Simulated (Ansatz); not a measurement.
These are frozen-core CCSD(T)/def2-TZVPP // M06-2X/def2-TZVP (Ansatz, an electronic-structure program) values and carry that method's errors.

Ansatz 0.2 input:
```yaml
crystal:
  periodic: [false, false, false]
  atoms:
    - { symbol: O, position_ang: [-1.457694, -0.889047, 0.005684] }
    - { symbol: In, position_ang: [0.04702, 0.38263, -0.034155] }
    - { symbol: O, position_ang: [1.942664, -0.082107, 0.175625] }
    - { symbol: F, position_ang: [-0.402777, 2.251938, -0.304797] }
    - { symbol: H, position_ang: [-2.321906, -0.485208, -0.111674] }
    - { symbol: H, position_ang: [2.108792, -1.019704, 0.306071] }
basis:
  gaussian: { orbitals: def2-TZVPP }
correlation:
  method: ccsd_t
```

Output:

```
Functional definition: HF
1256 factors; integrals over basis functions are off by at most 6.5e-4 eV
mean field evaluation 1: about -11959.1542 eV, gradient 6.0e1 eV
mean field evaluation 2: about -11959.2011 eV, gradient 6.0e1 eV
mean field evaluation 4: about -11965.0929 eV, gradient 2.3e0 eV
mean field evaluation 8: about -11965.1277 eV, gradient 3.4e-1 eV
mean field evaluation 16: about -11959.1536 eV, gradient 6.0e1 eV
mean field -11965.12808085 eV, -439.7103467161 hartree, gradient 2.9e-6 eV, S^2 0.000000; 0 other end points of the search recorded, 0 dependent functions left out
7 core orbitals not correlated
reference -11965.12808085 eV, -439.7103467161 hartree; 17, 17 occupied and 147, 147 virtual orbitals, 1256 factors
second order -27.84282961 eV of doubles, -0.00000000 eV of singles
cycle   1  -26.81498849 eV  change     1.0e0 eV  update   1.4e-1
cycle   2  -27.46337457 eV  change   -6.5e-1 eV  update   4.6e-2
cycle   3  -27.63174025 eV  change   -1.7e-1 eV  update   2.5e-2
cycle   4  -27.61771083 eV  change    1.4e-2 eV  update   8.0e-3
cycle   5  -27.60916598 eV  change    8.5e-3 eV  update   3.0e-3
cycle   6  -27.61070139 eV  change   -1.5e-3 eV  update   1.2e-3
cycle   7  -27.61071430 eV  change   -1.3e-5 eV  update   3.7e-4
cycle   8  -27.61045712 eV  change    2.6e-4 eV  update   1.6e-4
cycle   9  -27.61049877 eV  change   -4.2e-5 eV  update   6.3e-5
cycle  10  -27.61057166 eV  change   -7.3e-5 eV  update   2.6e-5
cycle  11  -27.61053091 eV  change    4.1e-5 eV  update   1.1e-5
perturbative correction -0.93361030 eV, -0.0343095458 hartree
Total energy: -11993.67222207 eV, -440.7593245579 hartree
```

Cost: roughly 2.3 core-minutes.
